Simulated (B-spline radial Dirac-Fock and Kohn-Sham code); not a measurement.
# Subshell photoionisation cross sections of V¹¹⁺ against photon energy

System: V¹¹⁺, [Ne] 3s2.

Input file task.json (cfg lists n, l and occupation; rrms is the nuclear radius in fm):

```json
{"items": [{
  "Z": 23,
  "q": 11,
  "cfg": [[1, 0, 2], [2, 0, 2], [2, 1, 6], [3, 0, 2]],
  "A": 51,
  "rrms": 3.6002,
  "do": ["binding", "quiet", "photo"],
  "hv": [49.3, 100, 117.0, 130.0, 150, 710.0, 1253.6, 1370.0, 2110.0, 4820.0, 5414.7, 12000, 17479.3, 22162.9, 49900.0, 150000]
}]}
```

Launch: `python xray_run.py task.json out`

Level of theory: the independent-particle Dirac-Slater model, thresholds from Dirac-Fock; a radial finite-basis atomic code. Values are in kb per electron; a dash marks an energy below the computed threshold. Values for outer subshells far above threshold carry numerical ripple of a few per cent.

```
hν (eV)       1s        2s     2p1/2     2p3/2        3s
    710        –         –         –         –      24.0
 1253.6        –      36.0      37.8      36.8      7.62
   1370        –      30.6      29.4      28.6      6.33
   2110        –      13.1      8.36      8.05      2.61
   4820        –      2.10     0.617     0.585     0.409
 5414.7        –      1.60     0.419     0.397     0.311
  12000     2.81     0.212    0.0268    0.0249    0.0418
17479.3    0.973    0.0763   0.00690   0.00631    0.0151
22162.9    0.489    0.0393   0.00288   0.00261   0.00781
  49900   0.0431   0.00369  0.000138  0.000119  0.000738
 150000  0.00142  0.000127  2.27e-06  1.80e-06  2.57e-05
```

At 150000 eV the multipoles beyond E1 give 36.7 % of 1s, 36.9 % of 2s, 51.5 % of 2p1/2, 48.5 % of 2p3/2, 37.0 % of 3s.
